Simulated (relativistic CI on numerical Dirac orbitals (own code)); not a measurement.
# Tb³⁸⁺: sensitivity of the levels to the model

Base calculation: Dirac-Coulomb-Breit CI, orbitals from a KLI potential per configuration, a model potential for QED, unscaled Slater integrals.

CI space (outside the closed core [Ne]): 3s2 3p6 3d9, 3s2 3p5 3d10, 3s 3p6 3d10, 3s2 3p6 3d8 4s, 3s2 3p6 3d8 4p, 3s2 3p6 3d8 4d, 3s2 3p4 3d10 4s, 3s2 3p4 3d10 4p, 3s2 3p5 3d9 4s, 3s2 3p6 3d8 4f, 3s2 3p4 3d10 4d, 3s2 3p5 3d9 4p, 3s 3p5 3d10 4s, 3s2 3p6 3d7 4s2, 3s 3p5 3d10 4p, 3s2 3p5 3d9 4d, 3s2 3p6 3d7 4s 4p, 3s 3p6 3d9 4s, 3s 3p5 3d10 4d, 3s2 3p6 3d8 5s, 3p6 3d10 4s, 3s2 3p6 3d7 4p2, 3s2 3p5 3d9 4f, 3s2 3p6 3d7 4s 4d, 3s2 3p6 3d8 5p, 3s 3p6 3d9 4p, 3p6 3d10 4p, 3s2 3p6 3d8 5d, 3s2 3p6 3d7 4p 4d, 3s2 3p5 3d8 4s2, 3s2 3p6 3d8 5f, 3p6 3d10 4d, 3s2 3p6 3d8 5g, 3s 3p6 3d9 4d, 3s2 3p5 3d8 4s 4p, 3s2 3p6 3d7 4d2. Levels of other configurations are missing.

Variants: (1) configuration mixing switched off; (2) one mean potential for all configurations. Shifts of the energy above 3s2 3p6 3d9 2D_5/2, in eV, for the lowest level and the first level of each name with at least 55 % of one term (blank where a level changes its place among those of its configuration and J or its character, or is not in the variant):

```tsv
Level	Base	Δ(1)	Δ(2)
3s2 3p6 3d9 2D_5/2	0.00	0.00	0.00
3s2 3p6 3d9 2D_3/2	35.13	-0.01	+0.01
3s2 3p5 3d10 2P°_3/2	355.18	+0.20	-0.03
3s2 3p5 3d10 2P°_1/2	517.88	+0.44	-0.04
3s 3p6 3d10 2S_1/2	710.23	+0.94	+0.03
3s2 3p6 3d8 4s 4F_9/2	1116.09	-0.46	+0.53
3s2 3p6 3d8 4s 2F_7/2	1118.64	-0.49	+0.55
3s2 3p6 3d8 4s 4F_7/2	1150.61	-0.52	+0.63
3s2 3p6 3d8 4s 4F_5/2	1151.13	-0.49	+0.63
3s2 3p6 3d8 4s 4P_3/2	1162.61	+0.06	+0.61
3s2 3p6 3d8 4s 2G_9/2	1163.83	-0.49	+0.61
3s2 3p6 3d8 4s 2G_7/2	1164.21	-0.46	+0.61
3s2 3p6 3d8 4s 2P_1/2	1164.30	+0.02	+0.62
3s2 3p6 3d8 4s 2S_1/2	1211.21	+1.27	+0.67
3s2 3p6 3d8 4p 2P°_1/2	1214.85	+1.02	+0.89
3s2 3p6 3d8 4p 4G°_7/2	1226.22	-0.67	+1.05
3s2 3p6 3d8 4p 4P°_1/2	1236.70	+0.08	+1.01
3s2 3p6 3d8 4p 2H°_9/2	1239.01	-0.68	+1.03
3s2 3p6 3d8 4p 4G°_11/2	1245.22	-0.66	+0.96
3s2 3p6 3d8 4p 4F°_9/2	1247.78	-0.61	+0.98
3s2 3p6 3d8 4p 4G°_9/2	1279.77	-0.70	+1.10
3s2 3p6 3d8 4p 4F°_7/2	1281.18	-0.61	+1.11
```

At this charge energies of transitions that change n are usually good to better than 1 %, and those within a shell (Δn = 0) to a few per cent.

Ionisation energy from the two ground configurations alone: base 2851.97 eV. The NIST ASD value (theoretical) is 2852 eV.

LS names give the leading component of a level, which can be under half, so a name can repeat, a term be missing and a line seem to break the LS rules.
